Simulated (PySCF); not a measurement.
furan-2-ylsilane (C4H6OSi), SMILES [SiH3]c1ccco1.

Geometry optimised at ωB97X-D3(BJ)/def2-SVP.

Computed with PBE/def2-TZVP run with PySCF.

Isolated molecule, no solvent.

The total energy is -520.38337 hartree. The point group is Cs, the highest occupied level is -5.77 eV and the lowest empty level is -1.24 eV. The orbital gap is 4.53 eV and the dipole moment comes out as 1.01 D. The quadrupole, principal values (traceless, Buckingham form, about the centre of nuclear charge) is -5.55, 0.76, 4.78 D·Å, the mean static polarisability is 76.5 bohr³ (11.34 Å³) and the polarisability, principal values is 53.2, 74.3, 102.1 bohr³.
